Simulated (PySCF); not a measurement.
**[PbH3(NH3)]− at several levels of theory**

Computed with PySCF 2.14.0 (density fitting, no spin-orbit coupling) at the geometry relaxed with PBE0:

```xyz
8
[PbH3(NH3)]− (singlet)
Pb    0.3087   -0.3087    0.3087
H     1.5532    0.3478    1.5532
H    -0.3478   -1.5532    1.5532
H     1.5532   -1.5532   -0.3478
N    -2.0530    2.0530   -2.0530
H    -2.1607    2.1607   -1.0409
H    -1.0409    2.1607   -2.1607
H    -2.1607    1.0409   -2.1607
```

```csv
level,basis,state,HOMO (eV),gap (eV),charge on Pb1 (e),dipole about the centre of mass (D),largest force component (eV/Å)
PBE0,"Pb def2-SVP with ECP60, H def2-SVP, N def2-SVP",singlet,-0.70,5.93,-0.32,1.31,0.01
BLYP,the same,singlet,0.38,4.03,-0.30,1.30,0.45
PBE0,"Pb def2-TZVP with ECP60, H def2-TZVP, N def2-TZVP",singlet,-0.97,5.23,-0.31,1.54,0.28
```

Charges are Mulliken's, which hang on the basis. The relaxation used the grid (50, 194), these runs (75, 302) or, all-electron (x2c bases, spin-free X2C Hamiltonian), (99, 590).

Problem. What does wB97X with Pb def2-SVP with ECP60, H def2-SVP, N def2-SVP give here?

Solution. state singlet, HOMO (eV) -2.71, gap (eV) 9.81, charge on Pb1 (e) -0.25, dipole about the centre of mass (D) 1.47, largest force component (eV/Å) 0.06. Time: 2.3 s on 2 threads of AMD EPYC 9R45 96-Core Processor (Zen 5), with other jobs on the host, from an already converged density.

In the first row's basis the gap widens with exact exchange: 4.0 eV for BLYP (none); 5.9 eV for PBE0 (a fixed share); 9.8 eV for wB97X (rising or full at long range).

Some metal–ligand contacts ended over 25 % longer than in the template from which the work began, so those ligands are loosely bound or lost.

The highest filled level of some runs lies above zero, as often for anions with such functionals and bases.
